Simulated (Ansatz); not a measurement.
Born–Oppenheimer molecular dynamics of ClF₃H₂O₂W (9 atoms, charge 0, multiplicity 1). It starts from a relaxed structure.

These are results of Ansatz, RKS B3LYP-D4/def2-SVP, not measurements.

* ensemble: NVT, Nosé–Hoover chain
* time step: 1 fs
* steps asked: 150
* set temperature: 300 K
* thermostat: time constant 100 fs, chain length 3 (defaults)
* seed: 301480

Frames 2 fs apart, positions in Å, forces in eV/Å.

Velocities at 100 fs (Å/ps):

```
W -0.32 0.59 -0.36
O 3.24 -1.35 3.14
H -7.67 2.97 -22.13
F 1.25 2.99 0.13
F -1.54 -1.10 3.64
F 0.62 2.15 -1.28
Cl -0.58 -4.26 0.47
O 1.73 -0.34 -0.82
H 0.54 -10.91 -11.30
```

```xyz
9
Properties=species:S:1:pos:R:3:forces:R:3 time_fs=100 energy_less_start_eV=0.208 T=151
W -0.048 -0.232 0.000 0.60 -0.96 -1.50
O -0.285 -0.155 1.827 -0.14 1.80 1.36
H -0.237 0.691 2.354 -0.11 -1.23 -0.36
F 1.792 -0.205 0.326 0.32 0.08 -0.13
F -0.053 1.688 0.006 -0.11 -0.37 0.70
F -1.882 -0.318 -0.242 -0.56 -0.11 0.05
Cl 0.154 -2.562 -0.336 -0.23 0.83 0.36
O 0.178 0.105 -1.805 0.35 0.08 -0.78
H 0.363 0.825 -2.432 -0.11 -0.13 0.30
9
Properties=species:S:1:pos:R:3:forces:R:3 time_fs=102 energy_less_start_eV=0.205 T=155
W -0.048 -0.231 0.000 0.80 -1.10 -1.42
O -0.279 -0.156 1.835 -0.24 0.27 0.14
H -0.254 0.679 2.307 -0.03 0.32 0.68
F 1.795 -0.199 0.326 0.19 0.05 -0.17
F -0.056 1.686 0.014 -0.13 -0.34 0.69
F -1.881 -0.313 -0.244 -0.57 -0.11 0.06
Cl 0.153 -2.570 -0.335 -0.24 0.96 0.38
O 0.181 0.105 -1.807 0.24 -0.21 -0.42
H 0.362 0.801 -2.449 -0.03 0.15 0.06
9
Properties=species:S:1:pos:R:3:forces:R:3 time_fs=104 energy_less_start_eV=0.229 T=134
W -0.048 -0.231 -0.002 0.97 -1.20 -1.27
O -0.273 -0.156 1.843 -0.24 -0.57 -0.57
H -0.273 0.678 2.284 -0.03 1.14 1.14
F 1.798 -0.192 0.326 0.06 0.03 -0.20
F -0.059 1.683 0.023 -0.14 -0.29 0.65
F -1.882 -0.309 -0.246 -0.55 -0.10 0.08
Cl 0.151 -2.577 -0.333 -0.24 1.07 0.40
O 0.186 0.104 -1.811 0.15 -0.43 -0.10
H 0.360 0.783 -2.465 0.03 0.35 -0.12
9
Properties=species:S:1:pos:R:3:forces:R:3 time_fs=106 energy_less_start_eV=0.208 T=158
W -0.049 -0.230 -0.003 1.08 -1.24 -1.02
O -0.268 -0.157 1.850 -0.28 1.08 0.12
H -0.293 0.714 2.300 0.00 -0.59 0.16
F 1.801 -0.186 0.325 -0.06 0.00 -0.24
F -0.063 1.679 0.034 -0.14 -0.22 0.59
F -1.883 -0.305 -0.249 -0.50 -0.10 0.08
Cl 0.150 -2.583 -0.331 -0.24 1.15 0.41
O 0.191 0.102 -1.815 0.17 -0.18 -0.23
H 0.359 0.777 -2.484 -0.03 0.10 0.13
9
Properties=species:S:1:pos:R:3:forces:R:3 time_fs=108 energy_less_start_eV=0.221 T=149
W -0.049 -0.230 -0.005 1.14 -1.24 -0.74
O -0.263 -0.156 1.857 -0.35 1.79 0.32
H -0.313 0.730 2.325 0.07 -1.42 -0.36
F 1.804 -0.180 0.324 -0.17 -0.02 -0.27
F -0.067 1.674 0.046 -0.15 -0.14 0.50
F -1.886 -0.302 -0.251 -0.40 -0.09 0.09
Cl 0.147 -2.588 -0.329 -0.24 1.21 0.41
O 0.196 0.099 -1.819 0.17 0.03 -0.30
H 0.357 0.776 -2.498 -0.07 -0.11 0.35
9
Properties=species:S:1:pos:R:3:forces:R:3 time_fs=110 energy_less_start_eV=0.183 T=190
W -0.048 -0.229 -0.007 1.14 -1.21 -0.47
O -0.259 -0.150 1.865 -0.28 0.51 -0.59
H -0.331 0.696 2.338 0.02 -0.24 0.22
F 1.808 -0.173 0.322 -0.28 -0.05 -0.29
F -0.072 1.669 0.060 -0.15 -0.09 0.40
F -1.889 -0.298 -0.253 -0.26 -0.09 0.10
Cl 0.145 -2.592 -0.326 -0.23 1.26 0.42
O 0.202 0.096 -1.824 0.06 -0.17 0.06
H 0.352 0.770 -2.500 -0.02 0.08 0.15
9
Properties=species:S:1:pos:R:3:forces:R:3 time_fs=112 energy_less_start_eV=0.193 T=187
W -0.048 -0.230 -0.009 1.10 -1.14 -0.19
O -0.256 -0.144 1.871 -0.12 -1.10 -1.73
H -0.349 0.655 2.361 -0.13 1.22 1.04
F 1.810 -0.167 0.320 -0.37 -0.08 -0.30
F -0.077 1.665 0.074 -0.15 -0.03 0.28
F -1.893 -0.295 -0.255 -0.11 -0.08 0.12
Cl 0.142 -2.594 -0.323 -0.23 1.29 0.41
O 0.208 0.093 -1.829 -0.05 -0.42 0.47
H 0.347 0.769 -2.497 0.04 0.34 -0.11
9
Properties=species:S:1:pos:R:3:forces:R:3 time_fs=114 energy_less_start_eV=0.158 T=225
W -0.047 -0.230 -0.011 1.01 -1.05 0.12
O -0.253 -0.139 1.874 -0.26 -0.02 -1.06
H -0.371 0.651 2.419 0.03 -0.03 0.14
F 1.812 -0.160 0.317 -0.41 -0.10 -0.31
F -0.082 1.659 0.089 -0.14 0.07 0.13
F -1.898 -0.291 -0.256 0.04 -0.08 0.12
Cl 0.140 -2.595 -0.319 -0.22 1.28 0.40
O 0.214 0.089 -1.833 -0.05 -0.20 0.38
H 0.343 0.779 -2.496 0.00 0.14 0.08
9
Properties=species:S:1:pos:R:3:forces:R:3 time_fs=116 energy_less_start_eV=0.179 T=209
W -0.046 -0.231 -0.013 0.87 -0.97 0.41
O -0.251 -0.135 1.875 -0.48 1.01 -0.16
H -0.393 0.648 2.483 0.26 -1.23 -0.93
F 1.813 -0.154 0.313 -0.41 -0.12 -0.31
F -0.087 1.655 0.104 -0.13 0.16 -0.02
F -1.902 -0.288 -0.258 0.17 -0.08 0.12
Cl 0.136 -2.594 -0.314 -0.21 1.25 0.39
O 0.220 0.085 -1.837 -0.04 0.14 0.16
H 0.338 0.794 -2.493 -0.04 -0.16 0.34
9
Properties=species:S:1:pos:R:3:forces:R:3 time_fs=118 energy_less_start_eV=0.156 T=236
W -0.045 -0.231 -0.015 0.71 -0.88 0.66
O -0.250 -0.128 1.874 -0.38 0.21 -0.63
H -0.405 0.602 2.515 0.18 -0.59 -0.58
F 1.813 -0.148 0.309 -0.39 -0.14 -0.30
F -0.093 1.650 0.120 -0.11 0.24 -0.17
F -1.906 -0.285 -0.259 0.31 -0.07 0.11
Cl 0.133 -2.592 -0.309 -0.19 1.21 0.37
O 0.226 0.080 -1.839 -0.10 0.08 0.33
H 0.332 0.804 -2.476 -0.02 -0.05 0.21
9
Properties=species:S:1:pos:R:3:forces:R:3 time_fs=120 energy_less_start_eV=0.167 T=230
W -0.044 -0.232 -0.017 0.53 -0.79 0.88
O -0.249 -0.121 1.872 -0.01 -1.52 -2.13
H -0.411 0.535 2.529 -0.18 0.99 0.85
F 1.812 -0.143 0.304 -0.35 -0.15 -0.28
F -0.099 1.646 0.135 -0.10 0.31 -0.33
F -1.909 -0.282 -0.260 0.43 -0.08 0.11
Cl 0.129 -2.589 -0.304 -0.18 1.15 0.35
O 0.232 0.076 -1.841 -0.18 -0.17 0.64
H 0.326 0.813 -2.453 0.03 0.26 -0.10
9
Properties=species:S:1:pos:R:3:forces:R:3 time_fs=122 energy_less_start_eV=0.157 T=242
W -0.042 -0.234 -0.018 0.34 -0.69 1.07
O -0.249 -0.117 1.865 -0.10 -1.21 -1.59
H -0.422 0.500 2.570 -0.07 0.55 0.38
F 1.811 -0.137 0.299 -0.26 -0.16 -0.26
F -0.105 1.642 0.150 -0.08 0.38 -0.48
F -1.912 -0.280 -0.260 0.51 -0.08 0.09
Cl 0.125 -2.584 -0.298 -0.17 1.06 0.33
O 0.237 0.072 -1.842 -0.19 0.01 0.50
H 0.320 0.831 -2.432 0.02 0.14 -0.04
```

Of the whole run (150 fs, mean temperature of the second half 214 K): The conserved energy stayed within 0.47 meV per atom of its start (net change 0.42 meV per atom), so the integration is sound. The mean temperature of the second half is 29 % below the set value. A run of 0.15 ps of so small a system gives no equilibrium averages.

Run time: 7.9 min on 4 threads of Arm Neoverse V1, with other jobs on the host, peak memory 0.36 GiB.
